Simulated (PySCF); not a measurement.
## Do core-level shifts follow atomic charges?

C₄H₁₀O₃SSi.
Atom-mapped SMILES: `[O:1]=[S:2](=[O:3])([OH:4])[C@H:5]1[CH2:6][CH2:7][SiH2:8][CH2:9]1`

Binding energies: delta-SCF UKS SCAN, pcX-2 on the ionised atom, pcseg-1 elsewhere, spin-free X2C (PySCF). Charges: PBE0/pcSseg-1 ground-state density, for the ionised atom.

```json
{"atom": "C7", "environment": "sp3 carbon bound to silicon", "C 1s (eV)": "290.23", "Mulliken (e)": "-0.532", "IAO (e)": "-0.545", "Hirshfeld (e)": "-0.163", "ESP (e)": "-0.214"}
{"atom": "C9", "environment": "sp3 carbon bound to silicon", "C 1s (eV)": "290.59", "Mulliken (e)": "-0.467", "IAO (e)": "-0.546", "Hirshfeld (e)": "-0.166", "ESP (e)": "-0.336"}
{"atom": "C6", "environment": "ring CH2 carbon", "C 1s (eV)": "291.13", "Mulliken (e)": "-0.194", "IAO (e)": "-0.258", "Hirshfeld (e)": "-0.068", "ESP (e)": "-0.174"}
{"atom": "C5", "environment": "sp3 carbon bound to sulfur", "C 1s (eV)": "291.73", "Mulliken (e)": "-0.449", "IAO (e)": "-0.292", "Hirshfeld (e)": "-0.032", "ESP (e)": "-0.129"}
```

Problem. How well does each charge scheme correlate with the binding energies over these sites?

Solution. Hirshfeld: r = 0.95, slope 9.2 eV per e; IAO: r = 0.86, slope 3.6 eV per e; ESP: r = 0.67, slope 4.9 eV per e; Mulliken: r = 0.40, slope 1.8 eV per e. Hirshfeld charges have the highest r, on only 4 points.

Problem. The point-charge model writes a binding energy as kq + V + constant, with V the potential of the other atoms' charges at the site. What does it give with the ESP charges?

Solution. V = Σ 14.40 eV Å × q/r over all other atoms: +2.99 eV at C7, +4.75 eV at C9, +2.28 eV at C6, +2.61 eV at C5. Fitting binding energy − V to q gives k = 16.6 eV per e and leaves an rms residual of 0.34 eV, against 0.42 eV for the fit on q alone. The model has no term for differences in relaxation between sites.

Isolated species at its PBE0-D3(BJ)/def2-SVP geometry (one conformer only).
